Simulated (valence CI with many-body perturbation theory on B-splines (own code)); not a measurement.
# E1 line list for Hf58+

Calculated by relativistic CI+MBPT: four valence electrons over a frozen Dirac-Fock core [Ne], radial functions for each j: 11 s, 11 p, 9 d, 7 f, 5 g, 2 h, 1 i, with the one-electron correlation potential Σ1, the two-electron term Σ2, the three-electron term Σ3, Breit, model QED; selected CI, second order for the rest (own B-spline code, finite nucleus).

No measured spectrum was set against this ion. As an estimate, large intervals hold to a few tenths of a per cent, small ones and those within an open d or f shell to about a per cent.

Lines 101 to 150 of 236 in falling wavelength, among levels below 1154.7 eV, chosen from the strongest by gf and those to the six lowest levels. Wavelengths and rates use the calculated energies. Electric multipoles are in the length gauge, E1 and E2 with the static RPA response of the core. Weak lines are less certain than strong ones. Lines between different terms over intervals too small for the method are left out, as are lines whose strength nearly cancels. The highest levels of a list are the least certain.

Levels are named by their leading jj configuration (3d3/2^4 stands for four electrons in 3d with j = 3/2), which in mixed levels can hold well under half, so a name can repeat and another be missing. Letters in brackets count levels of one name in rising energy.

```tsv
λ vac (nm)	Upper	Lower	A (s⁻¹)	S (a.u.)
3.845	(3s^2 3p3/2 3d5/2) J=1	(3s^2 3p3/2^2) J=2	6.65e+10	5.59e-03
3.764	(3s 3p1/2 3p3/2 3d5/2) J=3 [c]	(3s 3p1/2 3p3/2^2) J=2 [a]	1.34e+11	2.47e-02
3.754	(3s 3p1/2 3p3/2 3d5/2) J=3 [d]	(3s 3p1/2 3p3/2^2) J=3	5.03e+10	9.20e-03
3.660	(3s 3p1/2 3p3/2 3d5/2) J=2 [d]	(3s 3p1/2 3p3/2^2) J=3	3.92e+10	4.74e-03
2.810	(3s 3p1/2 3p3/2 3d3/2) J=2 [a]	(3s^2 3p1/2 3d3/2) J=2	9.40e+09	5.15e-04
2.763	(3s 3p1/2 3p3/2^2) J=2 [a]	(3s^2 3p1/2 3p3/2) J=2	1.42e+10	7.40e-04
2.754	(3s 3p1/2 3p3/2 3d5/2) J=2 [a]	(3s^2 3p1/2 3d5/2) J=2	2.03e+11	1.05e-02
2.748	(3s 3p1/2 3p3/2 3d3/2) J=1 [a]	(3s^2 3p1/2 3d3/2) J=2	1.42e+10	4.37e-04
2.717	(3s 3p1/2 3p3/2 3d3/2) J=3 [a]	(3s^2 3p1/2 3d3/2) J=2	1.21e+10	8.40e-04
2.709	(3s 3p1/2 3p3/2^2) J=2 [a]	(3s^2 3p1/2 3p3/2) J=1	4.41e+11	2.16e-02
2.697	(3s 3p1/2 3p3/2 3d3/2) J=2 [b]	(3s^2 3p1/2 3d3/2) J=2	3.72e+10	1.80e-03
2.663	(3s 3p1/2 3p3/2 3d3/2) J=2 [a]	(3s 3p1/2^2 3p3/2) J=1	2.40e+11	1.12e-02
2.659	(3s 3p1/2 3p3/2^2) J=3	(3s^2 3p1/2 3p3/2) J=2	2.93e+11	1.90e-02
2.644	(3s 3p1/2 3p3/2 3d5/2) J=3 [b]	(3s^2 3p1/2 3d5/2) J=3	2.15e+11	1.37e-02
2.627	(3s 3p1/2 3p3/2 3d5/2) J=4 [b]	(3s^2 3p1/2 3d5/2) J=3	9.45e+10	7.61e-03
2.622	(3s 3p1/2 3p3/2 3d3/2) J=0 [a]	(3s 3p1/2^2 3p3/2) J=1	6.67e+10	5.93e-04
2.621	(3s 3p1/2 3p3/2 3d5/2) J=2 [b]	(3s^2 3p1/2 3d5/2) J=3	2.18e+11	9.68e-03
2.607	(3s 3p1/2 3p3/2 3d3/2) J=1 [a]	(3s 3p1/2^2 3p3/2) J=1	2.62e+07	6.86e-07
2.565	(3s 3p1/2 3p3/2 3d5/2) J=3 [c]	(3s^2 3p1/2 3d5/2) J=3	4.93e+10	2.88e-03
2.561	(3s 3p1/2 3p3/2 3d3/2) J=1 [d]	(3s^2 3p1/2 3d3/2) J=1	5.16e+11	1.28e-02
2.560	(3s 3p1/2 3p3/2 3d3/2) J=2 [b]	(3s 3p1/2^2 3p3/2) J=1	4.52e+11	1.87e-02
2.560	(3s 3p1/2 3p3/2 3d5/2) J=3 [c]	(3s^2 3p1/2 3d5/2) J=2	1.21e+12	6.99e-02
2.557	(3s 3p3/2^3) J=2	(3s^2 3p3/2^2) J=2	1.74e+12	7.17e-02
2.551	(3s^2 3d3/2^2) J=2	(3s^2 3p1/2 3d5/2) J=3	4.93e+10	2.02e-03
2.551	(3s 3p1/2 3p3/2 3d5/2) J=4 [c]	(3s^2 3p1/2 3d5/2) J=3	8.20e+11	6.04e-02
2.550	(3s 3p1/2 3p3/2 3d3/2) J=2 [c]	(3s^2 3p1/2 3d3/2) J=2	7.13e+11	2.91e-02
2.548	(3s 3p1/2 3p3/2^2) J=0	(3s^2 3p1/2 3p3/2) J=1	5.52e+11	4.51e-03
2.545	(3s 3p1/2 3p3/2 3d3/2) J=2 [e]	(3s^2 3p1/2 3d3/2) J=1	1.42e+12	5.78e-02
2.535	(3s 3p1/2 3p3/2 3d3/2) J=0 [b]	(3s^2 3p1/2 3d3/2) J=1	9.60e+11	7.72e-03
2.532	(3s 3p1/2 3p3/2 3d5/2) J=1 [b]	(3s^2 3p1/2 3d5/2) J=2	3.86e+11	9.28e-03
2.521	(3s 3p1/2 3p3/2^2) J=1 [a]	(3s^2 3p1/2 3p3/2) J=2	1.77e+10	4.21e-04
2.520	(3s 3p1/2 3p3/2^2) J=2 [b]	(3s^2 3p1/2 3p3/2) J=2	1.14e+12	4.49e-02
2.518	(3s 3p1/2 3p3/2 3d3/2) J=3 [b]	(3s^2 3p1/2 3d3/2) J=2	1.11e+11	6.15e-03
2.518	(3s 3p1/2^2 3p3/2) J=1	(3s^2 3p1/2^2) J=0	6.00e+11	1.42e-02
2.517	(3s 3p1/2 3p3/2 3d3/2) J=2 [a]	(3s 3p1/2^2 3p3/2) J=2	7.37e+10	2.90e-03
2.504	(3p1/2^2 3p3/2^2) J=0	(3s 3p1/2^2 3p3/2) J=1	1.09e+12	8.43e-03
2.496	(3s 3p1/2 3p3/2 3d3/2) J=1 [b]	(3s^2 3p1/2 3d3/2) J=2	1.10e+11	2.52e-03
2.491	(3s 3p3/2^3) J=1	(3s^2 3p3/2^2) J=0	1.17e+12	2.67e-02
2.488	(3s 3p1/2 3p3/2 3d3/2) J=2 [d]	(3s^2 3p1/2 3d3/2) J=2	1.68e+11	6.38e-03
2.476	(3s 3p1/2 3p3/2^2) J=1 [a]	(3s^2 3p1/2 3p3/2) J=1	9.04e+11	2.03e-02
2.475	(3s 3p1/2 3p3/2^2) J=2 [b]	(3s^2 3p1/2 3p3/2) J=1	1.88e+10	7.04e-04
2.473	(3s 3p1/2 3p3/2 3d5/2) J=1 [c]	(3s^2 3p1/2 3d5/2) J=2	4.19e+11	9.39e-03
2.472	(3s 3p1/2 3p3/2 3d3/2) J=3 [c]	(3s^2 3p1/2 3d3/2) J=2	1.76e+12	9.17e-02
2.471	(3s 3p1/2 3p3/2 3d5/2) J=3 [d]	(3s^2 3p1/2 3d5/2) J=3	9.15e+11	4.77e-02
2.467	(3s 3p1/2 3p3/2 3d3/2) J=1 [a]	(3s 3p1/2^2 3p3/2) J=2	2.89e+10	6.41e-04
2.466	(3s 3p1/2 3p3/2^2) J=1 [b]	(3s^2 3p1/2 3p3/2) J=2	1.93e+12	4.28e-02
2.466	(3s 3p1/2 3p3/2 3d5/2) J=3 [d]	(3s^2 3p1/2 3d5/2) J=2	1.73e+11	8.97e-03
2.465	(3s 3p1/2 3p3/2 3d5/2) J=2 [c]	(3s^2 3p1/2 3d5/2) J=3	2.45e+11	9.05e-03
2.464	(3s 3p1/2 3p3/2 3d3/2) J=1 [c]	(3s^2 3p1/2 3d3/2) J=2	2.11e+12	4.67e-02
2.460	(3s 3p1/2 3p3/2 3d5/2) J=2 [c]	(3s^2 3p1/2 3d5/2) J=2	3.51e+11	1.29e-02
```
